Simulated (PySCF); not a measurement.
C3H8Si, SMILES C1[SiH2]CC1 (connectivity only; charge and spin as stated), charge +1, multiplicity 2.

Geometry: B3LYP-D3(BJ)/def2-SVP. The geometry has at least one imaginary mode, so it is a saddle point at that level. The multiplicity is an assumed one; no other spin state was optimised.

The numbers are results of PySCF with PBE/def2-TZVP, not measurements.

The molecule is in vacuum.

- total energy = -407.99925 hartree
- point group = C2v
- α spin, highest occupied and lowest empty level = -11.83 and -6.97 eV
- β spin, highest occupied and lowest empty level = -13.17 and -10.90 eV
- dipole moment about the centre of nuclear charge = 0.40 D
- mean static polarisability = 57.9 bohr³ (8.58 Å³)
- polarisability, principal values = 48.8, 58.1, 66.8 bohr³
- ⟨S²⟩ = 0.752 (pure state 0.75)
